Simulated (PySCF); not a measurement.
# Reading the logs of faulty runs: GeH6NSi cation

These are calculations, not measurements. The program is PySCF 2.14.0, an open-source quantum chemistry code, run on an isolated molecule that a program drew, which may never have been made. The molecule is GeH6NSi cation (charge +1, singlet), drawn as the SMILES string `[SiH3][NH][GeH2+]`.

Each row is a Hartree-Fock (HF) and frozen-core CCSD(T) single point in the cc-pV(D+d)Z basis, meant for a local HF minimum. Run 1 is clean. Each other run has one planted mistake out of seven kinds, and not every kind appears here: one electron removed, one electron added, multiplicity raised by two, geometry at a saddle point, minimal basis STO-3G, one bond length entered in bohr, all coordinates scaled. The reference is restricted for singlets and unrestricted otherwise, and also for a bond in bohr. Adding or removing an electron swaps singlet and doublet. Electrons count all cores. HOMO and LUMO are orbital energies over both spins, the gradient is its largest component, and the lowest frequency (negative if imaginary) is given only where the gradient is small. Bond lengths are over the 8 bonds as drawn. T1 is the CCSD diagnostic: over 0.02 (restricted) or 0.045 (unrestricted) a single reference is doubtful. Germanium has the cc-pVDZ-PP basis, with a core potential (ECP10MDF) in place of its 10 inner electrons, and its 3s, 3p and 3d shells are frozen in CCSD(T).

Geometry of the clean run:
```xyz
9
GeH6NSi cation, angstrom
Si   -2.3495    0.5057   -1.9185
N    -1.9963    0.1607   -0.1715
Ge   -0.9789    1.0091    0.9435
H    -1.5500    1.7093   -2.1971
H    -3.7936    0.7429   -2.0298
H    -1.9069   -0.6629   -2.6883
H    -2.4620   -0.6493    0.2138
H    -0.8685    0.4935    2.3549
H    -0.2496    2.2278    0.4456
```

```
run,electrons,basis functions,<S^2>,HOMO (eV),LUMO (eV),gradient (hartree/bohr),lowest frequency (cm^-1),mean bond (Å),longest bond (Å),T1,HF (hartree),CCSD(T) (hartree),mistake
1,58,90,0.000,-16.54,-4.58,2.6e-05,120,1.4970,1.815,0.0187,-640.01975,-640.43079,no fault
2,58,90,2.032,-12.41,-6.59,1.0e-01,-,1.4970,1.815,0.0218,-639.90358,-640.27804,multiplicity raised by two
3,59,90,0.767,-6.02,2.86,6.4e-02,-,1.4970,1.815,0.0137,-640.21388,-640.63242,?
4,58,90,0.000,-17.21,-4.43,8.0e-02,-,1.3758,1.668,0.0141,-639.95092,-640.34885,?
```

**Which mistake was planted in run 3, and what did it cost?**

It counts 59 electrons, one more than the clean run, at the same geometry and basis. So the mistake is: one electron added. Subtracting run 1 and multiplying by 627.51 kcal/mol a hartree, the energy moved by -121.8 kcal/mol in HF and -126.5 kcal/mol in CCSD(T).

**Which mistake was planted in run 4, and what did it cost?**

The mean and the longest bond both change by the same factor, 0.919, and the gradient is no longer small. So the mistake is: all coordinates scaled. Subtracting run 1 and multiplying by 627.51 kcal/mol a hartree, the energy moved by 43.2 kcal/mol in HF and 51.4 kcal/mol in CCSD(T).

